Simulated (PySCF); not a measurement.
## GaP: frontier orbitals

PBE0 at R = 2.466 Å; PySCF, scalar-relativistic core potentials, basis sets Ga cc-pVTZ-PP with ECP10, P cc-pV(T+d)Z. State: ³Π (triplet), unpaired electrons σ ↑, π ↑, a second solution, started from another occupation. Only the outer orbitals are listed, counted within each symmetry, core potentials removing the inner ones.

```tsv
spin	orbital	occ.	ε (eV)	on Ga (%)	main shells (%)
α	7σ	1	-15.98	11	88 P s
α	8σ	1	-10.75	73	72 Ga s, 18 P p, 9 P s
α	4π	1	-6.86	11	89 P p, 9 Ga p
α	9σ	1	-6.79	44	56 P p, 29 Ga p, 15 Ga s
α	4π	1	-5.89	16	84 P p, 14 Ga p
α	5π	0	-1.96	90	89 Ga p
α	5π	0	-1.68	86	84 Ga p, 13 P p
α	10σ	0	0.17	89	80 Ga p, 15 P p
β	7σ	1	-14.04	18	81 P s, 14 Ga s
β	8σ	1	-9.73	76	75 Ga s, 15 P s, 9 P p
β	4π	1	-5.35	23	76 P p, 21 Ga p
β	9σ	0	-3.58	42	56 P p, 33 Ga p, 9 Ga s
β	4π	0	-3.16	42	58 P p, 40 Ga p
β	5π	0	-1.47	79	78 Ga p, 20 P p
```

Which are the highest filled and the lowest empty level, where do they sit, and how wide is the gap?

Highest filled β 4π at -5.35 eV (in %: 76 P p, 21 Ga p); lowest empty β 9σ at -3.58 eV (in %: 56 P p, 33 Ga p, 9 Ga s); the gap at PBE0 is 1.77 eV.

| Property | Result |
| --- | --- |
| bond order (Mayer) | 1.45 |
| ⟨S²⟩ | 2.017 |
| charge on Ga (Mulliken, basis-dependent) | 0.30 |
| charge on Ga (Löwdin, basis-dependent) | 0.02 |
| dipole moment (positive dipole means Ga(−)P(+)) | -2.90 D |

Spin–orbit coupling is left out.
